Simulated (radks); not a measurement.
Values are calculated unless marked as measured or tabulated.
Problem. Ionisation of the thallium ion Tl+, [Hg], to Tl2+, [Xe] 4f14 5d10 6s1, under several functionals. Scalar-relativistic Kohn-Sham, spin-polarised, spherical densities, finite nucleus; open shells are filled with parallel spins first (spin-orbit coupling, left out, can overturn this in heavy ions); a radial shooting solver on a logarithmic mesh with Libxc functionals. The NIST Atomic Spectra Database gives 20.428 eV (measured). Rank these functionals by the error of their Delta-SCF ionisation energy: MS2 meta-GGA; exchange-only r2SCAN; r2SCAN; TASK exchange with Perdew-Wang LDA correlation; SCAN.

Solution. From best to worst: r2SCAN 20.383 eV (-0.045); TASK exchange with Perdew-Wang LDA correlation 20.335 eV (-0.093); MS2 meta-GGA 20.332 eV (-0.096); SCAN 20.624 eV (+0.195); exchange-only r2SCAN 19.159 eV (-1.269).
